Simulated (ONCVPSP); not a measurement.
## bromine (Br), ONCV: configuration errors across variants

ONCVPSP 4.0.1 input, shortened (lines: element, Z, core and valence counts, functional; n l f; lmax; l rc ep ncon nbas qcut; lloc lpopt rc5 dvloc0; l nproj debl; icmod fcfact rcfact), PBEsol, scalar-relativistic:

```
  Br 35.00    6    2  -116133      upf
    1    0    2.00
    2    0    2.00
    2    1    6.00
    3    0    2.00
    3    1    6.00
    3    2   10.00
    4    0    2.00
    4    1    5.00
    1
    0    1.45    0.00    4    8    4.40
    1    1.80    0.00    4    9    4.10
    0    5    1.45    0.00
    0    0    1.20
    1    2    3.70
    0    0.00    0.00
```

All-electron excitation energies from the reference (eV): (1) 4s2 4p4 12.554; (2) 4s2 4p3 35.325; (3) 4s2 4p2 69.334; (4) 4s1 4p6 12.376.

2 further variants failed, have other tests or too few solved ones, and are left out.

Errors AE − PS in meV (a dash: test not solved or not reliable):

| change | (1) | (2) | (3) | (4) | bound ghosts | GHOST(+) flags above zero |
| --- | --- | --- | --- | --- | --- | --- |
| base | -4.3 | -19 | -50 | +4.4 | none | none |
| s: qcut 3.1; p: qcut 2.9 | -3.7 | -14 | -33 | +6.4 | none | none |
| s: qcut 3.7; p: qcut 3.4 | -4.1 | -17 | -45 | +5.1 | none | none |
| s: qcut 5; p: qcut 4.7 | -4.2 | -17 | -46 | +5.0 | none | p |

(1) Give the same row for: s: qcut 4.5; p: qcut 4.2.

Answers

(1) -4.3, -19, -50, +4.7; bound ghosts: none; GHOST(+) flags above zero: none.
